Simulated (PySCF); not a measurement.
## Telling isomers of C4H11ClO2Si2 apart by NMR

Computed data (PySCF): coordinates at the GFN2-xTB level, shielding tensors at PBE0/pcSseg-1 (GIAO). In vacuum, non-relativistic Hamiltonian, averaged over atoms made equivalent by symmetry, fast rotation or ring inversion, single conformer.

Referencing at the same level of theory: TMS for ¹H (σref 31.72) and ¹³C (σref 186.93). Where no couplings were computed, multiplicities follow the n + 1 count of equivalent neighbours, and m marks all less simple cases (inequivalent or close neighbours, rings, F or P nearby). Shifts are as computed. Against solution values, carbons near 30 ppm lie about +3 ppm off and those near 130 ppm about +5 ppm; carbons on Cl a further +6 ppm. Of 1211 compounds with measured shifts, 218 miss one by over three times the rms of a fit or turn the order of signals round; such compounds aren't used in these exercises. Carbons bonded to Cl come out too deshielded.

(1) Tabulate the signals of `C[C@H](Cl)/C(=C/O[SiH3])O[SiH3]`, `CO[SiH2]/C=C(/OC)[SiH2]Cl` and their relative energies.

(2) What is the quickest way to tell C[C@H](Cl)/C(=C/O[SiH3])O[SiH3] from CO[SiH2]/C=C(/OC)[SiH2]Cl?

Answers

(1) 
| SMILES | carbon types | δC | δH | E rel. (kcal/mol) |
| --- | --- | --- | --- | --- |
| C[C@H](Cl)/C(=C/O[SiH3])O[SiH3] | 1×C 2×CH 1×CH3 | 142.9, 134.5, 61.2, 22.8 | 6.15 (s, 1H), 5.16 (s, 3H), 5.13 (s, 3H), 4.57 (q, 1H), 1.69 (d, 3H) | 12.8 |
| CO[SiH2]/C=C(/OC)[SiH2]Cl | 1×C 1×CH 2×CH3 | 181.5, 99.4, 55.3, 52.0 | 5.31 (d, 2H), 5.20 (s, 2H), 4.47 (t, 1H), 3.77 (s, 3H), 3.71 (s, 3H) | 0.0 |

Energies are electronic energies at PBE0/pcSseg-1 on these geometries, without zero-point or thermal terms, each for the one conformer computed, which needn't be the lowest.

(2) Both give the same number of carbon signals, but DEPT or the intensities differ. The first has an alkene carbon bearing oxygen (C) at 142.9 ppm, the second an alkene carbon bearing oxygen (C) at 181.5 ppm. In the proton spectra the most deshielded non-exchanging signals are 6.15 (s, 1H) and 5.31 (d, 2H).
